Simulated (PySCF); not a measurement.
Species: cis-Hf(H2O)2Cl4 (singlet state).
Bonds: Hf1–O2, Hf1–Cl5, Hf1–O6, Hf1–Cl9, Hf1–Cl10, Hf1–Cl11. Hydrogens: H3, H4 on O2; H7, H8 on O6.

A GFN2-xTB structure was refined with PySCF 2.14.0, PBE0-D3(BJ)/def2-SVP geometry optimisation, gas phase, def2 core potentials past Kr. Its GFN2-xTB values:

```tsv
coordinate	GFN2-xTB
Hf1–O2	2.240 Å
Hf1–Cl5	2.333 Å
Hf1–Cl10	2.399 Å
Hf1–Cl11	2.273 Å
O2–H3	0.970 Å
O2–Hf1–Cl5	174.2°
O2–Hf1–O6	90.4°
O2–Hf1–Cl9	79.3°
O2–Hf1–Cl10	84.6°
Cl5–Hf1–Cl9	106.4°
Cl5–Hf1–Cl10	94.0°
Cl5–Hf1–Cl11	100.0°
Cl10–Hf1–Cl11	161.7°
```

**Question.** How do these coordinates change at the PBE0-D3(BJ)/def2-SVP level?

**Answer.** 
```csv
coordinate,PBE0-D3(BJ)/def2-SVP (Å or °),change
Hf1–Cl11,2.410,+0.137
Hf1–O2,2.317,+0.077
Hf1–Cl5,2.359,+0.026
Hf1–Cl10,2.413,+0.014
O2–H3,0.967,-0.003
Cl10–Hf1–Cl11,148.1,-13.6
O2–Hf1–Cl9,88.3,+9.0
O2–Hf1–O6,82.0,-8.4
Cl5–Hf1–Cl10,100.6,+6.6
O2–Hf1–Cl10,78.4,-6.2
Cl5–Hf1–Cl9,101.7,-4.7
O2–Hf1–Cl5,170.0,-4.2
Cl5–Hf1–Cl11,99.3,-0.7
```

The energy falls by 81.1 kJ/mol over 22 energy and gradient evaluations, the largest force component goes from 0.1077 to 2.8e-04 Eh/bohr, and the atoms move by 0.344 Å rms after alignment. The bond that changes most is Hf1–Cl11 (ends: hafnium bonded to 4 Cl and 2 O; chlorine bonded to Hf), which lengthens by 0.137 Å. Bonds longer at the end by more than 0.005 Å: 6 of 10; shorter: 2. Among the dihedrals that turn most is Cl10–Hf1–O6–H8, from -119° to -166°. Rotational constants go from 886.0, 820.0, 702.0 to 811.2, 747.0, 718.1 MHz.

The run used 152 basis functions and 152 SCF cycles in all.

Stationary, but not proved a minimum.
